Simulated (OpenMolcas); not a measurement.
# Pt⁶⁺: effect of the active space

| Item | Value |
| --- | --- |
| Program | OpenMolcas |
| Method | SS-CASPT2 or its RAS form, IPEA 0.25 Eh, imaginary shift 0.1 Eh |
| Basis | ANO-RCC-VTZP |
| Scalar Hamiltonian | DKH2, point nucleus |
| Spin-orbit coupling | state interaction with AMFI integrals over the reference wave functions, term energies averaged over their components |

A. 4 electrons in 5 orbitals (5d); 2S+1 = 5 even, 5 roots; 2S+1 = 3 even, 45 roots; 2S+1 = 1 even, 50 roots; closed shells correlated: 5s 5p; CASPT2 step of the order of 40 core-seconds
B. 10 electrons in 8 orbitals (RAS1 5p, at most 2 holes; RAS2 5d); 2S+1 = 5 even, 5 roots; 2S+1 = 3 even, 45 roots; 2S+1 = 1 even, 50 roots; closed shells correlated: 5s; CASPT2 step about 80 core-seconds
C. 4 electrons in 10 orbitals (5d 6d); 2S+1 = 5 even, 5 roots; 2S+1 = 3 even, 45 roots; 2S+1 = 1 even, 50 roots; closed shells correlated: 5s 5p; CASPT2 step about 18 core-minutes

Energies in cm⁻¹ above 5d⁴ ⁵D₁.

```tsv
Level	A	B	C
5d⁴ ⁵D₁	0.0	0.0	0.0
5d⁴ ⁵D₂	6040	6120	6020
5d⁴ ⁵D₃	10160	10290	10160
5d⁴ ³H₄ [51 %]	21730	21860	21610
5d⁴ ³G₃ [61 %]	26030	26160	25860
5d⁴ ³F₂(1) [57 %]	26720	27000	26580
5d⁴ ³H₅ [74 %]	28660	28910	28610
5d⁴ ³P₁(1) [69 %]	28700	29330	28520
5d⁴ ³H₆ [68 %]	31760	31900	31790
5d⁴ ³G₄ [65 %]	35020	35400	34930
5d⁴ ³G₅ [74 %]	46020	46620	46110
5d⁴ ³D₁	47170	47750	46970
5d⁴ ¹I₆ [68 %]	48500	48820	48650
5d⁴ ¹S₀(1) [68 %]	54740	55710	54810
5d⁴ ¹F₃ [55 %]	57360	57860	57370
5d⁴ ³F₃(2)	69260	69630	69190
5d⁴ ³P₁(2)	69650	70210	69450
5d⁴ ³P₀(2)	73530	74360	73310
5d⁴ ¹G₄(2) [67 %]	74140	74370	74060
5d⁴ ¹D₂(2)	90110	90310	90050
5d⁴ ¹S₀(2)	113920	113820	113870
```

A puts 5d⁴ ⁵D₀ [55 %] lowest. B puts 5d⁴ ⁵D₀ [55 %] lowest. C puts 5d⁴ ⁵D₀ [55 %] lowest.

Among A to C the level of the table that moves most is 5d⁴ ³P₀(2), by 1000 cm-1 (lowest in C, highest in B). Moves below CASPT2's spread within the term are not significant.

Term energies are means over components that CASPT2 splits; among the terms shown or strongly mixed into the levels shown the widest spread is 280 cm-1 (5d⁴ ¹G(2), B). Active for correlation alone: 5p; no level in the range computed is led by a configuration that opens it, so any true level of that kind is missing (holds for B). Active for correlation alone: 6d; no level in the range computed is led by a configuration that fills it, so any true level of that kind is missing (holds for C). Only configurations of the active space appear. Levels that lie high or do not pair safely by name in every column are left out.

A share in square brackets marks a mixed level and gives the weight of the term that names it, the lowest over the columns. A number in round brackets counts repeated terms of one configuration in the order of the reference energies.
